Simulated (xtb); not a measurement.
Input for xtb: GFN1-xTB on AsF2H2In (SMILES [F][In]([F])[AsH2]), a point of a torsion scan.

```
$ xtb mol.xyz --gfn 1 --sp --chrg 0 --uhf 0
6

F     -2.41577569    -1.53996926     0.29288393
In    -1.01199831    -0.13760102    -0.00626593
F     -1.66774527     1.74642022    -0.28304647
As     1.55541969    -0.55495834    -0.05843831
H      1.72478704     0.91523416    -0.30982594
H      1.57782024    -0.29047516     1.42707977
```

The head of its log:

```
[...]
           -------------------------------------------------
          |                Calculation Setup                |
           -------------------------------------------------



           -------------------------------------------------
          |                 G F N 1 - x T B                 |
           -------------------------------------------------

        Reference                      10.1021/acs.jctc.7b00118
      * Hamiltonian:
        H0-scaling (s, p, d)           1.850000    2.250000    2.000000
        zeta-weighting                 0.000000
      * Dispersion:
        s8                             2.400000
        a1                             0.630000
        a2                             5.000000
        s9                             0.000000
      * Repulsion:
        kExp                           1.500000
        rExp                           1.000000
      * Coulomb:
        alpha                          2.000000
        third order                    atomic
        anisotropic                    false
      * Halogen bond correction:
        rad-scale                      1.300000
        damping                        0.440000


          ...................................................
          :                      SETUP                      :
          :.................................................:
          :  # basis functions                  32          :
          :  # atomic orbitals                  30          :
          :  # shells                           14          :
          :  # electrons                        24          :
          :  # halogen bonds                     0          :
          :  max. iterations                   250          :
          :  Hamiltonian                  GFN1-xTB          :
          :  restarted?                      false          :
          :  GBSA solvation                  false          :
          :  PC potential                    false          :
          :  electronic temp.          300.0000000     K    :
          :  accuracy                    1.0000000          :
          :  -> integral cutoff          0.2500000E+02      :
          :  -> integral neglect         0.1000000E-07      :
          :  -> SCF convergence          0.1000000E-05 Eh   :
          :  -> wf. convergence          0.2000000E-04 e    :
          :  Broyden damping             0.4000000          :
          :  net charge                          0          :
          :  unpaired electrons                  0          :
          ...................................................

 iter      E             dE          RMSdq      gap      omega  full diag
   1    -14.9935904 -0.149936E+02  0.536E+00    4.17       0.0  T
   2    -14.3550334  0.638557E+00  0.854E+00    0.95       1.0  T
```

Predict the final total energy.

-15.3146 hartree.
